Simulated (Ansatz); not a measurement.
Ansatz (a quantum-chemistry and plane-wave program) job for iodine (I2), SMILES II, PBE/def2-TZVPD. Geometry optimised at B3LYP-D3(BJ)/def2-TZVP. The def2 effective core potentials stand for the cores of I; spin–orbit coupling is left out.

Ansatz 0.2 input:
```yaml
crystal:
  periodic: [false, false, false]
  atoms:
    - {symbol: I, position_ang: [0.00000000, 0.00000000, -1.34734944]}
    - {symbol: I, position_ang: [0.00000000, 0.00000000, 1.34734944]}
basis:
  gaussian:
    orbitals: def2-TZVPD
hamiltonian:
  xc: {name: PBE}
```

Output:

```
WARN ansatz: RAYON_NUM_THREADS=1 ignored (pool sized by the plan → 1); use --threads N
Functional definition: PBE
integrals: 0.04 GiB planned
828 factors; their error is unknown
mean field: 0.31 GiB planned
mean field evaluation 1: about -16201.9107 eV, gradient 6.6e0 eV
mean field evaluation 2: about -16201.9924 eV, gradient 3.4e0 eV
mean field evaluation 4: about -16202.0219 eV, gradient 4.5e-1 eV
mean field evaluation 8: about -16202.0033 eV, gradient 1.3e-2 eV
mean field -16202.00334750 eV, -595.4126409084 hartree, gradient 1.6e-5 eV, S^2 0.000000; 0 other end points of the search recorded, 0 dependent functions left out
reference -16202.00338734 eV, -595.4126423726 hartree; 25, 25 occupied and 93, 93 virtual orbitals, 828 factors
Total energy: -16202.00338734 eV, -595.4126423726 hartree
```

The run converged.

Cost: roughly 1.6 core-seconds.
